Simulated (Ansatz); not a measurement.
`[CH3][GeH]([F])[F]` + `C[S][Mg][OH]` → `C[S][Ge]([CH3])([F])[F]` + `[OH][MgH]` at 298.15 K and 1 bar (redistribution).

Computed with Ansatz on PBE0-D4/def2-TZVP structures; ΔE is electronic, products minus reactants. CCSD(T)/CBS adds triple-zeta CCSD(T) − MP2 to the extrapolated MP2 energy (def2 sets, frozen cores). For Ge, Mg outer-core shells are correlated without core-valence functions, which leaves a few kJ/mol of doubt a bond. Scalar relativity is left out up to krypton. One conformer a species, not always the lowest.

```tsv
species	CCSD(T)/CBS energy (Eh)	H − E (kJ/mol)	S (J/(mol·K))
`[CH3][GeH]([F])[F]`	-2316.24489	147.5	324.9
`C[S][Mg][OH]`	-713.38697	155.9	368.7
`C[S][Ge]([CH3])([F])[F]`	-2753.31091	239.9	411.2
`[OH][MgH]`	-276.29839	59.0	252.1
```

H − E and S are ideal-gas, rigid-rotor, harmonic terms from PBE0-D4/def2-TZVP, for one conformer and one mirror image of each species. 1 Eh = 2625.50 kJ/mol, R = 8.31446 J/(mol·K).

Question: By hand: ΔE, ΔH, ΔS and ΔG.

Answer: ΔE = (-2753.31091) + (-276.29839) − (-2316.24489) − (-713.38697) = 0.02256 Eh = 59.2 kJ/mol. Δ(H − E) = 239.9 + 59.0 − 147.5 − 155.9 = -4.5, so ΔH = 54.7 kJ/mol. ΔS = 411.2 + 252.1 − 324.9 − 368.7 = -30.3 J/(mol·K). ΔG = 54.7 − 298.15 × (-30.3)/1000 = 63.7 kJ/mol.

Question: By hand: the equilibrium constant, and the temperature at which ΔG would vanish if ΔH and ΔS stayed fixed.

Answer: log₁₀ K = −ΔG/(RT ln 10) = -11.2. ΔH and −TΔS have one sign here, so there is no such temperature.

ΔH outweighs TΔS. A doubt of 5 kJ/mol in ΔE shifts log₁₀ K by 0.9 here. Other conformers and mirror images would add mixing entropy, several J/(mol·K) or more a flexible species. Modes under 60 cm⁻¹, often nearly free rotors, make the harmonic entropy too high. These are equilibria of isolated gas molecules and say nothing of rates. Largest T1 diagnostic: 0.012 (customary marks: 0.02 for closed shells, 0.045 for open ones).
